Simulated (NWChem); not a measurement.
SiH$_{2}$O$_{2}$, singlet; SMILES O[Si]O

```xyz
5

Si     0.6319     0.0252     0.0000
O     -0.4246     1.3067     0.0000
H     -1.3649     1.0793     0.0000
O     -0.4944    -1.2215     0.0000
H     -0.1302    -2.1134     0.0000
```
Atoms are numbered in this order, from 1.

Computed with NWChem. Low-valent species are run as closed-shell singlets; no triplet was tried in these runs. All runs use the structure optimised with PBE0/def2-SVP. Ions are spin-unrestricted doublets at the neutral geometry; other ion states weren't tried.

For level B3LYP/def2-SVP:

* **vertical ionisation energy, ΔSCF (eV)**: 9.59
* **−ε(HOMO) (eV)**: 6.81

Question: Estimate the same quantities for level PBE/def2-SVP.

Answer: 
| Item | Value |
|---|---|
| vertical ionisation energy, ΔSCF (eV) | 9.36 |
| −ε(HOMO) (eV) | 5.81 |
